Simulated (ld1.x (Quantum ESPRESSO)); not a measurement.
## What one change does to a pseudopotential (tellurium (Te), PAW)

ld1.x (Quantum ESPRESSO) 7.5 input, shortened:

```
&input
   title='Te', zed=52., rel=1, dft='PBE', iswitch=3,
   config='[Kr] 4d10 5s2 5p4'
 /
 &inputp
   pseudotype=3, lpaw=.true., tm=.true., lloc=-2, rcloc=2.00,
   nlcc=.true., new_core_ps=.true., rcore=0.65,
   which_augfun='PSQ', rmatch_augfun_nc=.true.
 /
6
5S  1  0   2.00   0.00  1.60  2.20  0.0
5S  1  0   0.00  -0.45  1.60  2.20  0.0
5P  2  1   4.00   0.00  1.85  2.00  0.0
5P  2  1   0.00   3.20  1.85  2.00  0.0
4D  3  2  10.00   0.00  0.90  1.10  0.0
4D  3  2   0.00  -1.95  0.90  1.10  0.0
 &test
   configts(1)='4d10 5s2 5p4'
 /
```

Change: waves 5s (bound): rcut 1.60, rcutus 3.28 bohr; 5s channel at -0.45 Ry: rcut 1.60, rcutus 3.28 bohr.

Cutoffs: the cutoffs (Ry, on a coarse ladder) from which the occupation-weighted sum of valence levels, in a spherical-Bessel basis at the reference potential, stays within 10 and 1 mRy of its value at 400 Ry; they do not see the model core or the augmentation charge, which bear on the density cutoff. Errors are all-electron minus pseudo energies relative to the spin-unpolarised reference configuration.

**Question.** What does the change do?

**Answer.** The potential gets neither clearly harder nor softer (140 Ry and 230 Ry → 140 Ry and 230 Ry); of the 7 tests that both files solve, the error grows in 0 and shrinks in 4 by more than 15 % and 0.3 meV (median size 15.3 → 3.5 meV); neither file shows a bound ghost. That the errors move this way runs against the usual rule that smaller radii transfer better.

```tsv
quantity	base	changed
cutoff, loose	140 Ry	140 Ry
cutoff, tight	230 Ry	230 Ry
bound ghosts	none	none
error for 4d10 5s2 5p3, meV [ΔE 9.73 eV]	-2.3	-2.0
error for 4d10 5s2 5p2, meV [ΔE 27.65 eV]	-6.8	-3.5
error for 4d10 5s2 5p1, meV [ΔE 54.55 eV]	-15	+1.3
error for 4d10 5s1 5p4, meV [ΔE 19.57 eV]	-3.3	-2.5
error for 4d10 5s2 5p0, meV [ΔE 91.03 eV]	-32	+28
error for 4d9 5s2 5p5, meV [ΔE 38.26 eV]	-99	+49
error for 4d9 5s2 5p4, meV [ΔE 49.25 eV]	-102	+89
lowest overlap eigenvalue by channel	s 0.36, p 0.56, d 0.99	s 0.07, p 0.56, d 0.99
```
